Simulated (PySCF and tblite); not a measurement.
Results of a calculation; reference values are marked as such.
System: C₄H₇FS₂, numbered as in [CH3:1]/[CH:2]=[CH:3]/[S:4][S:5][CH2:6][F:7].

For the rotation about the S4–S5 bond (torsion C3–S4–S5–C6 from 89° to 271°, rising): electronic barrier 6.73 kcal/mol, zero-point change -0.06 kcal/mol, thermal and entropy terms at 400 K a further 0.88 kcal/mol (symmetry numbers apart). The minimum is C1, the saddle C1. The path came from a restrained scan, a climbing-image band and a saddle search at GFN2-xTB; energies are PBE0/pcSseg-1 + D3(BJ)//GFN2-xTB, thermal terms GFN2-xTB. Rate constants are transition-state-theory values, counting equivalent paths, without tunnelling. Run with tblite and PySCF.

(1) How many equivalent paths lead out of the minimum?

(2) Work out the rate at 400 K.

## Answers

(1) 1: the symmetry number of the minimum is 1, that of the saddle displaced along its mode 1.

(2) ΔG‡ = 7.55 kcal/mol; k_B T/h = 8.3×10¹² s⁻¹; exp(−ΔG‡/RT) = 7.5×10⁻⁵; times 1 gives k = 6.3×10⁸ s⁻¹. Wigner's tunnelling factor for the 32i cm⁻¹ mode would be 1.00.
